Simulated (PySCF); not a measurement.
Species: C3H8O3Si.
SMILES: `CO[SiH2]OCC=O`

Closed-shell single points with PySCF (density fitting; grid level 2 and gas phase unless stated) on one GFN2-xTB geometry.

**Question.** Rank these settings by the HOMO–LUMO gap, lowest first.
A. PBE/def2-SVP, start guess sap, fitting basis def2-universal-jkfit
B. PBE0/pcSseg-1
C. PBE0/MINI
D. B97-2/6-31G

**Answer.** A (3.88 eV), D (6.30 eV), C (6.48 eV), B (6.73 eV).

**Question.** Rank these settings by the LUMO energy, lowest first.
A. PBE0/MINI
B. B97-2/6-31G
C. PBE0/def2-SVPD
D. PBE/def2-SVP, start guess sap, fitting basis def2-universal-jkfit

**Answer.** A (-2.06 eV), D (-1.81 eV), C (-0.99 eV), B (-0.65 eV).

All figures of these runs:

```csv
settings,basis functions,SCF cycles,E (Eh),HOMO (eV),LUMO (eV),dipole (D)
B97-2/6-31G,83,14,-634.0168,-6.95,-0.65,4.62
PBE0/pcSseg-1,166,14,-633.7811,-7.49,-0.76,3.93
"PBE/def2-SVP, start guess sap, fitting basis def2-universal-jkfit",142,16,-633.4245,-5.69,-1.81,3.43
PBE0/MINI,47,12,-629.5702,-8.54,-2.06,2.95
PBE0/def2-SVPD,217,14,-633.5025,-7.62,-0.99,3.85
```

Cycle counts include a coarse-grid stage where the run had one.

Conformer computed: `[CH3:1][O:2][SiH2:3][O:4][CH2:5][CH:6]=[O:7]`: C1–O2–Si3–O4 177°, O2–Si3–O4–C5 46°, Si3–O4–C5–C6 -168°, O4–C5–C6–O7 -177°.

One conformer stands for the species.
